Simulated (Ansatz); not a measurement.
Pulling on the Cd1–I3 bond in CdFI (SMILES [F][Cd][I]) (multiplicity 1 held, fragments rigid). Energies count from the point at 2.584 Å.
Geometry at that point (charge 0, multiplicity 1):
```xyz
3

Cd     0.000     0.000    -1.085
F      0.000     0.000    -3.039
I      0.000     0.000     1.499
```

Restricted levels (R-, RO-) in cc, def2 and unpolarised 6-31G sets keep to the state of the molecule at rest. U- levels take the lowest unrestricted solution at each point, which mixes spins at long bonds. Active spaces are followed from a long bond inwards. Curves can end on different states.

Correlated levels freeze the cores. Filled d and f shells under p-block atoms count as core.

Programs: Ansatz (a program for electronic structure). Each number belongs to the level named beside it. In def2 rows elements past Kr take small-core potentials, without spin–orbit coupling.

**Question.** One of these levels gives 2.620 eV for the energy at R = 8.269 Å. Name it.
A) CASSCF(6,4)/def2-TZVPP
B) U-r2SCAN/def2-TZVPP
C) R-HF/def2-TZVPP
D) R-MP2/def2-TZVPP

**Answer.** A, CASSCF(6,4)/def2-TZVPP. The others give 5.587 (R-HF/def2-TZVPP), 3.146 (U-r2SCAN/def2-TZVPP), 3.635 (R-MP2/def2-TZVPP)

Doubts at one or more of the structures used: a restricted determinant that unrestricted orbitals would lower (R-HF/def2-TZVPP, R-MP2/def2-TZVPP); a spin-contaminated determinant (U-r2SCAN/def2-TZVPP); active orbitals that take no part (CASSCF(6,4)/def2-TZVPP).
